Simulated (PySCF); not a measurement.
## Cl⁺: ionisation energy

Cl⁺ [Ne] 3s2 3p4 (3P) → Cl²⁺ [Ne] 3s2 3p3 (4S), as a difference of total energies. Calculation: PySCF 2.14, in x2c-QZVPPall; scalar relativity by spin-free X2C-1e. Correlated levels: valence: [Ne] frozen; valence and next inner shell: 1s2 frozen. The calculations carry no spin-orbit coupling.

```csv
method,ionisation energy (eV),plus first-order spin-orbit estimate,error of that sum (eV)
UHF,22.577,22.617,-1.197
LDA,23.964,24.004,+0.190
PBE,23.828,23.868,+0.054
PBE0,23.823,23.863,+0.049
r2SCAN,23.797,23.837,+0.023
MN15,23.910,23.950,+0.136
wB97X,23.848,23.888,+0.074
r2SCANh,23.791,23.831,+0.017
r2SCAN0,23.782,23.822,+0.008
ROHF,22.419,22.459,-1.355
MP2 (valence),23.471,23.511,-0.303
SCS-MP2 (valence),23.579,23.619,-0.195
MP2 (valence and next inner shell),23.483,23.523,-0.291
SCS-MP2 (valence and next inner shell),23.584,23.624,-0.190
```

Reference: 23.814 eV (measured; NIST Atomic Spectra Database, ionization energies).

A first-order spin-orbit estimate (lowest level to lowest level, LS coupling) adds 0.040 eV.

Errors of the correlated levels include the incompleteness of this basis and the frozen core.
